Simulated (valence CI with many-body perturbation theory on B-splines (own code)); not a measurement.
Sr¹⁶⁺ in brief

Method: relativistic CI+MBPT: four valence electrons over a frozen Dirac-Fock core [Ar], a basis of 7 s, 7 p, 8 d, 6 f, 4 g, 1 h functions for each j, with the one-electron correlation potential Σ1 (screened to all orders), the two-electron term Σ2, the three-electron term Σ3, Breit, model QED; selected single and double excitations, second order for the rest, scaled by the run's own slope (own B-spline code, finite nucleus).

No measured spectrum was set against this ion. As an estimate, terms of the open shell hold to 2 to 4 % of their energy, and close levels can change places. Only levels of the ground parity were solved; by the run's estimate the other parity begins above the list, which can be wrong where configurations are misplaced.

Names give the largest LS component (configuration and term), which can be under half, so a name can repeat, a term be missing and a line seem to break the LS rules; names also repeat where a configuration has a term twice.

Rates and lifetimes use the calculated energies. Strong lines usually hold to 10 to 20 %, long lifetimes can be off by a factor of two.

Problem. What is the ground level?

Solution. 3d4 5D_0, composition 90 % 3d4 5D + 10 % 3d4 3P.

Problem. What is the ionisation energy?

Solution. 611.95 eV; NIST lists 612 ± 3 eV (theoretical).

Problem. How is the term 5D of the ground level split?

Solution. J = 0 at 0.000, J = 1 at 0.493, J = 2 at 1.146, J = 3 at 1.836, J = 4 at 2.518 eV.

Problem. How well does LS coupling describe the low levels?

Solution. Among the lowest 20 levels the leading LS term, summed over configurations, holds 80 % on average. For single configurations the figures are 80 % in LS and 60 % in jj coupling. Terms mix most in the J = 3 level at 8.963 eV, where the leading one holds 50 %.
